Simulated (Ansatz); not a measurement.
Ansatz (an electronic-structure program) input file for C2H4F, SMILES C[CH]F (connectivity only; charge and spin as stated), charge +1, multiplicity 1, PBE-D3(BJ)/def2-TZVP. 

Ansatz 0.2 input:
```yaml
crystal:
  periodic: [false, false, false]
  atoms:
    - {symbol: C, position_ang: [0.17985806, 1.15978931, 0.00000000]}
    - {symbol: C, position_ang: [-0.43080076, -0.12116716, -0.00000000]}
    - {symbol: F, position_ang: [0.24884842, -1.16932756, -0.00000000]}
    - {symbol: H, position_ang: [-0.24420374, 1.71843662, -0.85701133]}
    - {symbol: H, position_ang: [-0.24420374, 1.71843662, 0.85701133]}
    - {symbol: H, position_ang: [1.26746910, 1.14639190, 0.00000000]}
    - {symbol: H, position_ang: [-1.51304122, -0.29105004, -0.00000000]}
basis:
  gaussian:
    orbitals: def2-TZVP
hamiltonian:
  xc: pbe
  dispersion: d3bj
total_charge: 1
relax: {f_tol: 0.002, max_steps: 200}
```

Log of the run:

```
WARN ansatz: RAYON_NUM_THREADS=1 ignored (pool sized by the plan → 1); use --threads N
Functional definition: PBE
integrals: 0.03 GiB planned
692 factors; their error is unknown
mean field: 0.27 GiB planned
mean field evaluation 1: about -4831.1012 eV, gradient 8.1e1 eV
mean field evaluation 2: about -4817.2611 eV, gradient 1.2e2 eV
mean field evaluation 4: about -4842.9775 eV, gradient 7.5e0 eV
mean field evaluation 8: about -4843.0911 eV, gradient 1.4e-1 eV
mean field evaluation 16: about -4843.0639 eV, gradient 1.3e-4 eV
mean field -4843.06387421 eV, -177.9793146308 hartree, gradient 9.1e-6 eV, S^2 0.000000; 0 other end points of the search recorded, 0 dependent functions left out
the calculation of the forces begins
reference -4843.06390326 eV, -177.9793156983 hartree; 12, 12 occupied and 105, 105 virtual orbitals, 692 factors
relax step   1: F+E_penalty+E_count = -4843.14474596 eV  Δ(F+E_penalty+E_count) = +0.000e0 eV  max|allowed force component| = 9.081e-1 eV/Å  Δτ_max = 0.0000 Å  (29 SCF iters, accepted)
these checks for a lower state are left out or cut short: starts, cluster_reference, orbital_swaps, neighbouring_geometries, increment
integrals: 0.03 GiB planned
692 factors; their error is unknown
mean field: 0.27 GiB planned
mean field -4843.07728047 eV, -177.9798073017 hartree, gradient 1.6e-5 eV, S^2 0.000000; 0 other end points of the search recorded, 0 dependent functions left out
the calculation of the forces begins
reference -4843.07730960 eV, -177.9798083719 hartree; 12, 12 occupied and 105, 105 virtual orbitals, 692 factors
relax step   2: F+E_penalty+E_count = -4843.15798302 eV  Δ(F+E_penalty+E_count) = -1.324e-2 eV  max|allowed force component| = 3.297e-1 eV/Å  Δτ_max = 0.0141 Å  (33 SCF iters, accepted)
these checks for a lower state are left out or cut short: starts, cluster_reference, orbital_swaps, neighbouring_geometries, increment
integrals: 0.03 GiB planned
692 factors; their error is unknown
mean field: 0.27 GiB planned
mean field evaluation 32: about -4843.0794 eV, gradient 6.7e-3 eV
mean field -4843.07937251 eV, -177.9798841825 hartree, gradient 1.6e-5 eV, S^2 0.000000; 0 other end points of the search recorded, 0 dependent functions left out
the calculation of the forces begins
reference -4843.07940166 eV, -177.9798852539 hartree; 12, 12 occupied and 105, 105 virtual orbitals, 692 factors
relax step   3: F+E_penalty+E_count = -4843.15999882 eV  Δ(F+E_penalty+E_count) = -2.016e-3 eV  max|allowed force component| = 7.922e-2 eV/Å  Δτ_max = 0.0062 Å  (33 SCF iters, accepted)
these checks for a lower state are left out or cut short: starts, cluster_reference, orbital_swaps, neighbouring_geometries, increment
integrals: 0.03 GiB planned
692 factors; their error is unknown
mean field: 0.27 GiB planned
mean field -4843.07944242 eV, -177.9798867519 hartree, gradient 1.6e-5 eV, S^2 0.000000; 0 other end points of the search recorded, 0 dependent functions left out
the calculation of the forces begins
reference -4843.07947158 eV, -177.9798878234 hartree; 12, 12 occupied and 105, 105 virtual orbitals, 692 factors
relax step   4: F+E_penalty+E_count = -4843.16006790 eV  Δ(F+E_penalty+E_count) = -6.908e-5 eV  max|allowed force component| = 2.630e-2 eV/Å  Δτ_max = 0.0009 Å  (33 SCF iters, accepted)
these checks for a lower state are left out or cut short: starts, cluster_reference, orbital_swaps, neighbouring_geometries, increment
integrals: 0.03 GiB planned
692 factors; their error is unknown
mean field: 0.27 GiB planned
mean field -4843.07945391 eV, -177.9798871739 hartree, gradient 1.6e-5 eV, S^2 0.000000; 0 other end points of the search recorded, 0 dependent functions left out
the calculation of the forces begins
reference -4843.07948306 eV, -177.9798882454 hartree; 12, 12 occupied and 105, 105 virtual orbitals, 692 factors
relax step   5: F+E_penalty+E_count = -4843.16008205 eV  Δ(F+E_penalty+E_count) = -1.416e-5 eV  max|allowed force component| = 2.993e-3 eV/Å  Δτ_max = 0.0010 Å  (34 SCF iters, accepted)
these checks for a lower state are left out or cut short: starts, cluster_reference, orbital_swaps, neighbouring_geometries, increment
integrals: 0.03 GiB planned
692 factors; their error is unknown
mean field: 0.27 GiB planned
mean field -4843.07945551 eV, -177.9798872327 hartree, gradient 1.6e-5 eV, S^2 0.000000; 0 other end points of the search recorded, 0 dependent functions left out
the calculation of the forces begins
reference -4843.07948466 eV, -177.9798883042 hartree; 12, 12 occupied and 105, 105 virtual orbitals, 692 factors
relax step   6: F+E_penalty+E_count = -4843.16008344 eV  Δ(F+E_penalty+E_count) = -1.383e-6 eV  max|allowed force component| = 8.096e-4 eV/Å  Δτ_max = 0.0004 Å  (34 SCF iters, accepted)
integrals: 0.03 GiB planned
692 factors; their error is unknown
mean field: 0.27 GiB planned
mean field evaluation 64: about -4843.0795 eV, gradient 6.7e-3 eV
mean field -4843.07945551 eV, -177.9798872327 hartree, gradient 1.6e-5 eV, S^2 0.000000; 1 other end points of the search recorded, 0 dependent functions left out
the calculation of the forces begins
reference -4843.07948466 eV, -177.9798883042 hartree; 12, 12 occupied and 105, 105 virtual orbitals, 692 factors
Total energy: -4843.16011259 eV, -177.9828513260 hartree
Atom 0 at     0.183460     1.157990    -0.000000 Å, force    -0.000127     0.000221    -0.000000 eV/Å
Atom 1 at    -0.433863    -0.123146    -0.000000 Å, force     0.000810     0.000536     0.000000 eV/Å
Atom 2 at     0.253852    -1.188229     0.000000 Å, force    -0.000363    -0.000540    -0.000000 eV/Å
Atom 3 at    -0.247353     1.731161    -0.856335 Å, force    -0.000109     0.000053    -0.000018 eV/Å
Atom 4 at    -0.247353     1.731161     0.856335 Å, force    -0.000109     0.000053     0.000018 eV/Å
Atom 5 at     1.278289     1.149771    -0.000000 Å, force    -0.000126    -0.000173    -0.000000 eV/Å
Atom 6 at    -1.523106    -0.297198     0.000000 Å, force     0.000026    -0.000151    -0.000000 eV/Å
Dipole moment:    -0.323123     0.480873    -0.000000 e Å
```

The run converged.
